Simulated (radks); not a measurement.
Problem. Er, 68 electrons, occupied as [Xe] 4f12 6s2 (the NIST ground configuration). Calculated with a radial shooting solver on a logarithmic mesh with Libxc functionals: Dirac Kohn-Sham, BLYP, spin-unpolarised, spherical densities, finite nucleus; open shells fill j = l - 1/2 first; Fermi nuclear charge, rms radius 5.2516 fm.

Spin-orbit splittings of the eigenvalues, e(l+1/2) - e(l-1/2), with zeta = 2 splitting/(2l+1) and mean radii in bohr:

| shell | occ. | splitting (eV) | zeta (eV) | <r> j=l-1/2 | <r> j=l+1/2 |
|---|---|---|---|---|---|
| 2p | 6 | 917.2 | 611.4 | 0.07146 | 0.07874 |
| 3p | 6 | 192.6 | 128.4 | 0.2146 | 0.2283 |
| 3d | 10 | 42.10 | 16.84 | 0.2012 | 0.2055 |
| 4p | 6 | ? | ? | 0.5171 | 0.5486 |
| 4d | 10 | 7.881 | 3.153 | 0.5774 | 0.5886 |
| 4f | 12 | 1.081 | 0.3088 | 0.8226 | 0.8477 |
| 5p | 6 | 5.349 | 3.566 | 1.421 | 1.537 |

Estimate the 4p splitting.

Solution. 43.38 eV (zeta = 28.92 eV).
